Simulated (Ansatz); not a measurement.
Basis sets compared for the cluster Na₈H₇⁺. The state is a singlet with charge 1. Geometry PBE0-D4/def2-SVP. Ansatz on 4 threads of Arm Neoverse V2 on a shared host; times are rough, and most runs start from earlier orbitals.

| atom | x (Å) | y (Å) | z (Å) |
| --- | --- | --- | --- |
| Na1 | -1.752 | -0.497 | -1.977 |
| Na2 | -3.399 | -2.628 | 0.689 |
| Na3 | 1.918 | -2.401 | -1.881 |
| Na4 | 3.686 | -0.304 | 0.616 |
| Na5 | 0.752 | 2.076 | -0.222 |
| Na6 | -2.786 | 0.666 | 0.735 |
| Na7 | 0.465 | -2.016 | 0.823 |
| Na8 | -1.749 | -1.925 | 3.808 |
| H9 | 2.697 | -2.104 | 0.056 |
| H10 | 2.547 | 1.298 | 0.255 |
| H11 | -0.075 | -1.885 | -1.554 |
| H12 | 1.532 | 4.577 | 0.024 |
| H13 | 0.820 | 4.768 | -0.169 |
| H14 | -1.190 | 1.345 | -0.574 |
| H15 | -3.465 | -0.973 | -0.630 |

The restricted singlet is unstable towards broken spin symmetry in Hartree–Fock (as tested in another run); at PBE-D4/def2-SVP, PBE-D4/def2-TZVP, PBE0-D4/def2-SVP, PBE0-D4/def2-TZVP this wasn't settled. In the singlet, H12 and H13 lie 0.76 Å apart (atoms count from 1), so H2 has formed as a molecule. Another isomer (singlet) lies 1.08 eV lower at PBE0-D4/def2-TZVP; other spin states weren't run for this one.

| level | functions | energy (Eh) | HOMO (eV) | LUMO (eV) | wall time |
| --- | --- | --- | --- | --- | --- |
| PBE-D4/def2-SVP | 155 | -1300.9826 | -5.80 | -4.20 | 4 s |
| PBE0-D4/def2-SVP | 155 | -1301.1142 | -6.26 | -3.67 | 7 s |

Estimate the rows for PBE-D4/def2-TZVP (with forces), PBE0-D4/def2-TZVP.


```
                         level  functions  energy (Eh)  HOMO (eV)  LUMO (eV)  wall time
PBE-D4/def2-TZVP (with forces)        298   -1301.4722      -5.83      -4.23      8.5 s
             PBE0-D4/def2-TZVP        298   -1301.5968      -6.29      -3.69       12 s
```
